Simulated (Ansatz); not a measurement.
Reaction (formal exchange of groups at the Si–O bond): `O[SiH](F)O[SiH2]Cl` + ethylmethylamine → `CNC[SiH2]Cl` + `CO[SiH](O)F`

Program: Ansatz. Geometries: PBE0-D4/def2-TZVP. ΔE: electronic, gas phase. CBS: MP2 limit from def2 TZ/QZ plus the TZ coupled-cluster correction, frozen cores. DFT in def2-TZVPP. One conformer a species, not always the lowest.

Question: Is it downhill or uphill in electronic energy at CCSD(T)/CBS, and by how much? (An estimate is asked.)

Answer: Ansatz gave: Uphill: ΔE = +197.9 kJ/mol.

Question: What do these levels give: PBE-D4, PBE, r2SCAN, HF/def2-TZVPP, CCSD(T)/def2-TZVPP, MP2/CBS(def2)? (Best estimate.)

Answer: Ansatz gave: PBE-D4 178.4, PBE 178.8, r2SCAN 193.5, HF/def2-TZVPP 207.6, CCSD(T)/def2-TZVPP 195.5, MP2/CBS(def2) 204.1 kJ/mol.

Largest T1 diagnostic among the species: 0.011.

In def2-TZVPP, CCSD(T) changes the Hartree–Fock value by −12.1 kJ/mol (the triples alone add −2.2 kJ/mol) and MP2 by −5.9 kJ/mol. From PBE to PBE0 (25 % exact exchange), in def2-TZVPP and without D4, ΔE moves by +7.9 kJ/mol.
